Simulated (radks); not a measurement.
Results of a calculation; reference values are marked as such.
All-electron atom: V+ in [Ar] 3d3.5 4s0.5 (fractional occupations, a model configuration).

Level of theory: non-relativistic Kohn-Sham, SCAN, spin-polarised, spherical densities, point nucleus; open shells are filled with parallel spins first; meta-GGA in the generalised Kohn-Sham scheme (a radial shooting solver on a logarithmic mesh with Libxc functionals).

Energy parts (hartree):
| part | energy |
|---|---|
| total | -943.72987 |
| kinetic | 942.93382 |
| electron-nucleus | -2233.15228 |
| Hartree | 391.70634 |
| exchange-correlation | -45.21775 |

Orbitals (lengths in bohr, moments of r in powers of bohr; r(max) is where P^2 peaks):
orbital  occ.  eigenvalue (hartree)   r(max)     <r^2>
1s down     1             -196.6541  0.04411  0.006036
1s up       1             -196.6538  0.04411  0.006036
2s up       1             -22.33960   0.2577    0.1138
2s down     1             -22.28358   0.2575    0.1134
2p up       3             -18.81685   0.2093   0.09318
2p down     3             -18.77530   0.2091   0.09270
3s up       1              -2.87173   0.8280     1.062
3s down     1              -2.71860   0.8278     1.069
3p up       3              -1.90281   0.8513     1.241
3p down     3              -1.75084   0.8519     1.245
3d up     3.5              -0.43458   0.9041     2.700
4s up     0.5              -0.39252    2.631     10.62

The highest occupied level is 4s up at -10.681 eV. Virial ratio -V/T = 2.00084. Spin moment in Bohr magnetons: 4. Summed over all electrons, <r^2> = 25.15 bohr^2, which gives a Langevin (diamagnetic) susceptibility term of -19.9 x 10^-6 cm^3/mol. The spin density at the nucleus is 1.416 e/bohr^3 (1s 0.044, 2s -1.160, 3s 0.507, 4s 2.024), a Fermi contact field of 74.2 T. The electron density at the nucleus is 8175 e/bohr^3. The density falls to 0.001 e/bohr^3 at r = 3.86 bohr.

Empty levels of this run are not shown, since the potential may be unsettled where no density lies.
